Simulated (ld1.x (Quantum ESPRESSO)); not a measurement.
# Pd (Z = 46), TM: configuration errors across variants

palladium (Pd), norm-conserving Troullier–Martins (Kleinman–Bylander form), made with ld1.x (Quantum ESPRESSO) 7.5 (LDA (PZ), scalar-relativistic). Core [Ar] 3d10, reference 4s2 4p6 4d10 5s0 5p0. Waves: 4s (bound): rc 1.50 bohr; 4p (bound): rc 1.10 bohr; 4d (bound): rc 1.90 bohr; 4f channel at 0.05 Ry: rc 1.95 bohr. Local part: the f channel. Core correction: a·sin(br)/r model core inside 0.90 bohr.

All-electron excitation energies from the reference (eV): (1) 4s2 4p6 4d9 5s0 5p0 9.389; (2) 4s2 4p6 4d8 5s0 5p0 30.470; (3) 4s2 4p6 4d7 5s0 5p0 65.065; (4) 4s2 4p5 4d10 5s0 5p0 57.340; (5) 4s2 4p6 4d9 5s0 5p1 5.318; (6) 4s2 4p6 4d9.5 5s0 5p0 3.370; (7) 4s1 4p6 4d10 5s0 5p0 91.691; (8) 4s2 4p6 4d9 5s0 5p0 spin 9.244; (9) 4s2 4p6 4d8 5s0 5p0 spin 29.835.

Spin tests fill each open shell by Hund’s rule, majority spin first.

Tests that are not counted but printed errors over 1 eV. “wave 4f channel at 0.05 Ry: rc 1.95 bohr becomes 4f channel at 0.05 Ry: rc 1.24 bohr”: 4s2 4p6 4d9 5s0 5p0 (spin-polarised) (solver errors, printed error -3239 eV); 4s2 4p6 4d8 5s0 5p0 (spin-polarised) (solver errors, printed error -3159 eV); 2 more.

A true bound ghost makes a file unfit for plane-wave use even where its test errors are small: the radial tests pick states by their node count and pass the ghost by. Where a test does run into it, the solver fails or the error is huge.

Errors AE − PS in meV (a dash: test not solved or not reliable):

| change | (1) | (2) | (3) | (4) | (5) | (6) | (7) | (8) | (9) | bound ghosts |
| --- | --- | --- | --- | --- | --- | --- | --- | --- | --- | --- |
| base | -2.5 | -11 | -10 | -62 | +81 | -0.5 | -230 | +6.5 | +32 | s |
| wave 4f channel at 0.05 Ry: rc 1.95 bohr becomes 4f channel at 0.05 Ry: rc 1.24 bohr | -0.7 | -0.7 | +18 | – | +31 | -0.1 | – | – | – | s |
| wave 4f channel at 0.05 Ry: rc 1.95 bohr becomes 4f channel at 0.05 Ry: rc 1.68 bohr | -1.4 | -5.2 | +1.1 | -58 | +43 | -0.3 | -222 | +7.9 | +38 | s |
| wave 4f channel at 0.05 Ry: rc 1.95 bohr becomes 4f channel at 0.05 Ry: rc 1.82 bohr | -1.6 | -5.8 | +1.3 | -58 | +59 | -0.3 | -222 | +7.6 | +37 | s |
| wave 4f channel at 0.05 Ry: rc 1.95 bohr becomes 4f channel at 0.05 Ry: rc 2.00 bohr | -3.8 | -17 | -29 | -68 | +89 | -0.7 | -241 | +5.4 | +25 | s |
| wave 4f channel at 0.05 Ry: rc 1.95 bohr becomes 4f channel at 0.05 Ry: rc 2.14 bohr | +42 | +255 | +758 | +154 | +149 | +7.8 | +122 | +51 | +299 | s |
| wave 4f channel at 0.05 Ry: rc 1.95 bohr becomes 4f channel at 0.05 Ry: rc 2.38 bohr | +10 | +66 | +209 | -10 | +217 | +1.9 | -159 | +20 | +109 | none |
| wave 4f channel at 0.05 Ry: rc 1.95 bohr becomes 4f channel at 0.05 Ry: rc 2.56 bohr | +12 | +74 | +224 | -8.4 | +236 | +2.2 | -161 | +21 | +117 | s |
| wave 4f channel at 0.05 Ry: rc 1.95 bohr becomes 4f channel at 0.05 Ry: rc 2.80 bohr | +15 | +85 | +242 | -10 | +247 | +2.8 | -173 | +24 | +129 | none |
| wave 4f channel at 0.05 Ry: rc 1.95 bohr becomes 4f channel at 0.05 Ry: rc 2.88 bohr | +16 | +88 | +245 | -11 | +245 | +3.0 | -177 | +25 | +131 | none |

Q: Give the same row for: wave 4f channel at 0.05 Ry: rc 1.95 bohr becomes 4f channel at 0.05 Ry: rc 1.42 bohr.

A: -1.0, -3.3, +4.5, -56, +29, -0.1, -217, +8.5, +40; bound ghosts: s.
